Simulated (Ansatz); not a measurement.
Start from `F[SiH2]NP` and change one atom or group to get `F[SiH2]N[SiH2][SiH3]`.

Ansatz, PBE0-D4/def2-TZVP geometries, multiplicity 1. Each molecule was computed in one conformer, which needn't be the lowest.

| property | `F[SiH2]NP` |
| --- | --- |
| size of the dipole moment (B3LYP/def2-TZVPP) / D | 1.31 |
| HOMO–LUMO gap (B3LYP/def2-TZVPP) / eV | 7.01 |
| HOMO energy (PBE/def2-TZVPP) / eV | -6.37 |
| HOMO energy (B3LYP/def2-TZVPP) / eV | -7.34 |
| size of the dipole moment (ωB97M-V/def2-TZVPP) / D | 1.30 |
| HOMO energy (PBE0/def2-TZVPP) / eV | -7.54 |

What does the change do to each property? (Estimate.)

The calculation gave: 
```csv
property,`F[SiH2]N[SiH2][SiH3]`,shift
size of the dipole moment (B3LYP/def2-TZVPP) / D,1.66,0.35
HOMO–LUMO gap (B3LYP/def2-TZVPP) / eV,6.86,-0.15
HOMO energy (PBE/def2-TZVPP) / eV,-6.43,-0.06
HOMO energy (B3LYP/def2-TZVPP) / eV,-7.42,-0.08
size of the dipole moment (ωB97M-V/def2-TZVPP) / D,1.64,0.34
HOMO energy (PBE0/def2-TZVPP) / eV,-7.63,-0.09
```

With PBE0 the HOMO falls by 0.09 eV and the LUMO falls by 0.30 eV, so the gap narrows by about 0.21 eV. PBE moves the HOMO by -0.06 eV and ωB97M-V by 0.01 eV. Dipoles are sizes alone; their direction can turn.

B3LYP here is the variant with VWN-RPA as its local correlation; programs differ in this.
